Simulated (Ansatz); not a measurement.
This geometry of C₂H₆BClO (11 atoms, charge 0, multiplicity 1) is a first-order saddle point.

Theory: Ansatz, RKS CAM-B3LYP/6-31G.

```xyz
11
Properties=species:S:1:pos:R:3
B 1.093 1.580 -0.467
C 0.087 0.556 0.147
Cl -0.261 1.285 -2.051
O 0.364 -0.722 0.249
C -0.686 -1.693 0.584
H 2.154 1.158 -0.796
H 0.973 2.710 -0.114
H -0.905 0.854 0.499
H -1.624 -1.399 0.111
H -0.788 -1.742 1.669
H -0.341 -2.645 0.190
```

Q: Which two structures does it join? (They come from a converged band through this point; their orientation in space is the band's.)

A: No bond is made or broken. The dihedral C2–O4–C5–H9 goes from -24 to 94°. The two ends are copies of one structure, up to a mirror image or an exchange of like atoms.

First end point:

```xyz
11
Properties=species:S:1:pos:R:3
B 1.098 1.556 -0.525
C 0.001 0.589 0.024
Cl 0.344 0.707 -2.294
O 0.294 -0.574 0.552
C -0.740 -1.590 0.768
H 2.228 1.213 -0.395
H 0.814 2.712 -0.545
H -1.066 0.828 -0.021
H -1.723 -1.119 0.848
H -0.476 -2.104 1.688
H -0.709 -2.275 -0.080
```

Last end point:

```xyz
11
Properties=species:S:1:pos:R:3
B 1.081 1.602 -0.409
C 0.137 0.532 0.225
Cl -0.504 1.532 -1.793
O 0.374 -0.754 0.131
C -0.667 -1.738 0.440
H 2.063 1.204 -0.943
H 1.056 2.683 0.090
H -0.775 0.802 0.766
H -1.160 -2.000 -0.496
H -1.384 -1.320 1.151
H -0.156 -2.600 0.860
```

Q: How far does it lie above each of them?

A: 0.7 kcal/mol above the first and 0.7 kcal/mol above the second. This is the barrier of this one path; another mechanism may lie lower. Limits of this set-up: no polarisation functions.

Time of the run: 2.7 min on 1 thread of Arm Neoverse V1 (shared host), peak memory 0.16 GiB.
